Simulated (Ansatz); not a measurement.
**Worked example: BBrF2 + InH(CH3)Cl → BClF2 + InH(CH3)Br**

Species: BBrF2 `FB(F)Br`, singlet; InH(CH3)Cl, singlet; BClF2 (chlorodifluoroborane) `FB(F)Cl`, singlet; InH(CH3)Br, singlet. The partners trade Br for Cl: B–Br and In–Cl bonds give way to B–Cl and In–Br.

Shapes, held fixed at every level: PBE0-D4/def2-TZVP. Programs: Ansatz 0.2.0. The zero-point and thermal change to 298 K, harmonic and unscaled (PBE0-D4/def2-TZVP), is +0.6 kJ/mol.

At CCSD(T)/def2-TZVPP; 1 Eh = 2625.50 kJ/mol:

| species | energy (Eh) |
| --- | --- |
| BBrF2 | -2797.137381 |
| InH(CH3)Cl | -689.691849 |
| BClF2 | -684.164417 |
| InH(CH3)Br | -2802.675883 |

Q: Work out ΔH(298 K) of the reaction at this level.

A: 
1. Products less reactants: (-684.164417) + (-2802.675883) − [(-2797.137381) + (-689.691849)] = -0.011070 Eh = -29.1 kJ/mol.
2. With the thermal change: -29.1 + (+0.6) = -28.5 kJ/mol.

Other levels give -38.3 (CCSD/def2-SVP) to -29.0 kJ/mol (CCSD/def2-TZVPP). No measured value is set beside it here. For atoms past krypton def2 sets carry core potentials with scalar relativity. Relativity is left out for Br. Outer-core shells of Br, In are correlated, in sets that cover them unevenly.
